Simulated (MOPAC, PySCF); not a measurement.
Pair of molecules: HCl (SMILES Cl) (first 2 atoms) with GeH4 (SMILES [GeH4]); geometry from B3LYP-D3(BJ)/def2-TZVP, rigid monomers moved along the line of their centres of mass till H2···H5 is 2.32 Å.
(charge 0, multiplicity 1):
```csv
atom,x (Å),y (Å),z (Å)
Cl,-0.8399,0.8249,-0.4813
H,-1.0773,0.2103,0.6224
Ge,0.2923,-0.1459,3.6644
H,0.2646,1.3776,3.8362
H,-0.9143,-0.5696,2.8013
H,0.1773,-0.8382,5.0285
H,1.5816,-0.5771,2.9550
```

Counterpoise-corrected where a basis set is named; no monomer relaxation. Rows marked so take none.

Rows in 3-21G, 6-31G* carry no dispersion term and start afresh at each structure (6-31G* with six Cartesian d functions); the Pople sets are all-electron and without relativity. The state that PM7 reach isn't checked; PM7 holds dispersion and hydrogen-bond terms.

The values were computed with MOPAC for PM7 (differences of heats of formation); PySCF for 3-21G rows, 6-31G* rows. 

Question: One of these levels gives -19.5 meV for the interaction energy. Name it.
(A) PM7
(B) HF/3-21G (no counterpoise)
(C) HF/6-31G*

Answer: B, HF/3-21G (no counterpoise). The others give -39.1 (PM7), 6.1 (HF/6-31G*)
